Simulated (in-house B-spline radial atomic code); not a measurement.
Configurations of Hg5+, with energies counted from [Xe] 4f14 (5d3/2)4 (5d5/2)3. Computed with a B-spline radial code for spherical atoms: Dirac-Hartree-Fock, average of each configuration as written, Fermi nucleus of rms radius 5.4648 fm. Energies include first-order Breit, QED and recoil terms.

Occupations are held fixed; configurations that lie above the ionisation limit could autoionise.

```json
{"configuration": "[Xe] 4f14 (5d3/2)3 (5d5/2)4", "E - E(ref) (eV)": "2.4232", "highest orbital": "5d5/2", "its <r> (bohr)": "1.309"}
{"configuration": "[Xe] 4f14 (5d3/2)2 (5d5/2)5", "E - E(ref) (eV)": "4.5094", "highest orbital": "5d5/2", "its <r> (bohr)": "1.307"}
{"configuration": "[Xe] 4f14 (5d3/2)4 (5d5/2)2 (9f7/2)1", "E - E(ref) (eV)": "70.273", "highest orbital": "9f7/2", "its <r> (bohr)": "14.21"}
{"configuration": "[Kr] 4d10 4f14 5s2 (5p1/2)1 (5p3/2)4 (5d3/2)3 (5d5/2)4 (6p3/2)1", "E - E(ref) (eV)": "113.19", "highest orbital": "6p3/2", "its <r> (bohr)": "2.42"}
{"configuration": "[Kr] 4d10 4f14 5s2 (5p1/2)2 (5p3/2)3 (5d3/2)3 (5d5/2)4 8s1", "E - E(ref) (eV)": "122.63", "highest orbital": "8s1/2", "its <r> (bohr)": "5.967"}
{"configuration": "[Kr] (4d3/2)3 (4d5/2)6 4f14 5s2 5p6 (5d3/2)4 (5d5/2)3 (8f7/2)1", "E - E(ref) (eV)": "450.52", "highest orbital": "8f7/2", "its <r> (bohr)": "10.45"}
```

Order these further configurations by energy, lowest first.
A. [Xe] 4f14 (5d3/2)1 (5d5/2)5 (5g7/2)1
B. [Kr] 4d10 4f14 5s2 (5p1/2)2 (5p3/2)3 (5d3/2)2 (5d5/2)5 (9f5/2)1
C. [Xe] (4f5/2)6 (4f7/2)7 (5d3/2)3 (5d5/2)4 7s1
D. [Xe] 4f14 (5d3/2)2 (5d5/2)4 (8p1/2)1
E. [Xe] (4f5/2)5 (4f7/2)8 (5d3/2)1 (5d5/2)6 (8p1/2)1

D (64.802 eV), A (65.711 eV), B (138.36 eV), C (146.6 eV), E (169.45 eV).

How far above the reference does [Kr] 4d10 4f14 5s2 (5p1/2)1 (5p3/2)4 (5d3/2)3 (5d5/2)4 (8g7/2)1 lie?

155.13 eV; its least bound orbital is 8g7/2 with <r> = 14.13 bohr.
